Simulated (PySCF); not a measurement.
**Structure elucidation problem**

Molecular formula: C₅H₃F₅. Simulated spectra:

$^{1}$H NMR (600 MHz, computed): δ 7.80 (m, 1H), 7.58 (m, 1H), 5.65 (m, 1H).

$^{13}$C{$^{1}$H} NMR (computed): δ 132.3 (C), 128.6 (CH), 126.0 (CH), 92.8 (CH), 75.2 (C).

[PySCF 2.14: structure optimised with GFN2-xTB; shieldings: GIAO PBE0/pcSseg-1; isolated molecule; one averaged value for each set of equivalent atoms; single conformer; relativity neglected]

Scale: $^{1}$H and $^{13}$C vs TMS (reference shieldings calculated alike).

**Question.** Deduce the structure.

**Answer.** 
1. The formula gives 2 degrees of unsaturation (1 ring in the answer).
2. 5 carbon signals for 5 carbons: no two carbons are equivalent.
3. Carbon types of the structure: 2 × C, 3 × CH, which accounts for all hydrogens.
4. δC 132.3: CF3 carbon; 3 electronegative neighbours deshield it.
5. δC 128.6, 126.0: alkene CH; the olefinic region.
6. δC 92.8: sp3 CH bonded to F; pulled downfield by the heteroatom.
7. δC 75.2: three-membered-ring carbon; deshielded by the electronegative neighbour.
8. δH 7.80, 7.58: hydrogen on an alkene CH; a vinylic proton, deshielded by the sp2 carbon and the C=C anisotropy.
9. δH 5.65: hydrogen on an sp3 CH bonded to F; its carbon carries F, which withdraws density.

Structure: `F[C@H](C(F)(F)F)C1(F)C=C1`.

The data come from this structure; uniqueness wasn't tested.

Splittings by $^{19}$F in the carbon and heteronuclear signals aren't shown, as no couplings were computed. Shifts are as computed. Against solution values, carbons near 30 ppm lie about +3 ppm off and those near 130 ppm about +5 ppm. Of 1211 compounds with measured shifts, 218 miss one by over three times the rms of a fit or turn the order of signals round; such compounds aren't used in these exercises. Multiplicities follow the n + 1 count of equivalent neighbours, as no J values were calculated; m marks all less simple cases, F and P coupling included.
